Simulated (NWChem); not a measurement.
# Si2NH5F2; SMILES F[SiH]([SiH2]N)F

```xyz
10

Si     0.0067    -1.0091    -0.3756
F     -1.2945    -1.5271     0.4326
F      1.2928    -1.5215     0.4600
Si     0.0033     1.3413    -0.5062
N     -0.0104     2.2357     0.9876
H      0.0221    -1.7205    -1.6850
H      1.2247     1.7363    -1.2620
H     -1.2076     1.7320    -1.2809
H     -0.8466     2.2049     1.5605
H      0.8150     2.2050     1.5759
```
Atoms are numbered in this order, from 1.

Results from NWChem. Pople sets run with spherical d functions. The geometry was optimised at B3LYP/6-31G* (spherical d). B3LYP is NWChem's, with the RPA form of VWN correlation. Level: B3LYP/6-31G* with SMD (1 M gas to 1 M solution), gas-phase geometry. Reactions with the solvent are ignored.

Task: Predict the results for solvent water. Quantities: solvation free energy (kcal/mol); cavity-dispersion-structure term (kcal/mol); dipole in solution (D).

Result: 
```json
{
 "solvation free energy (kcal/mol)": "-1.4",
 "cavity-dispersion-structure term (kcal/mol)": "4.6",
 "dipole in solution (D)": "1.37"
}
```
